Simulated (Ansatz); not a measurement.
`C[O][Zr]([NH2])([Cl])[O]C`. The species carries charge 0 and has multiplicity 1. Correlated methods include outer-core shells of Zr, which these sets cover unevenly. Zr: def2 effective core potential.

```xyz
15

C     0.4564    0.0458   -2.8544
O     0.6184    0.2394   -1.4874
Zr    0.5931    0.5617    0.3923
N     2.1232   -0.4979    1.2043
Cl    0.8939    2.9077    0.7621
O    -1.0060    0.0133    1.2754
C    -2.2550   -0.3348    1.7765
H     0.5915    0.9903   -3.3909
H    -0.5438   -0.3402   -3.0767
H     1.1943   -0.6725   -3.2259
H     2.1509   -0.8649    2.1455
H     2.9777   -0.7555    0.7299
H    -2.6609    0.4801    2.3844
H    -2.1770   -1.2294    2.4029
H    -2.9566   -0.5431    0.9621
```

**Question.** Give the diagnostics of a CCSD(T)/def2-TZVPP run (frozen core, Ansatz 0.2.0). (Best estimate.)

**Answer.** Ansatz gave: T1 = 0.0159, largest single amplitude 0.043, largest double 0.020, (T) share of the correlation energy 4.0 %, 10 CCSD cycles. The RHF solution is stable towards an unrestricted one. T1 lies under the customary mark of 0.02 for closed shells.
